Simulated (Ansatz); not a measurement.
Z-matrix (Å, degrees):
```
C
N 1 1.450
N 1 1.457 2 107.2
H 1 1.095 2 111.1 3 119.2
H 1 1.106 2 110.1 3 -121.7
Si 2 1.722 1 111.7 3 19.4
H 2 1.003 1 115.6 3 -133.1
C 3 1.462 1 110.2 2 -43.8
H 3 1.013 1 110.6 2 -167.8
H 6 1.491 2 114.5 1 -113.2
H 6 1.490 2 114.4 1 122.7
H 8 1.092 3 110.5 1 164.7
H 8 1.103 3 114.3 1 -73.3
```

The species carries charge 0 and has multiplicity 1.

(1) List the r2SCAN/def2-TZVPP orbital energies in eV (Ansatz 0.2.0). (Estimate.)

## Answers

(1) Computed: Occupied: -1790.74, -385.07, -384.67, -274.45, -273.28, -141.17, -96.05, -96.01, -96.01, -24.44, -21.92, -17.88, -15.62, -13.90, -12.59, -11.92, -10.99, -10.59, -9.67, -9.04, -8.40, -7.66, -5.82, -5.25. Lowest empty: 0.21, 0.78, 1.68, 1.87, 2.18, 2.64, 2.73, 2.87.
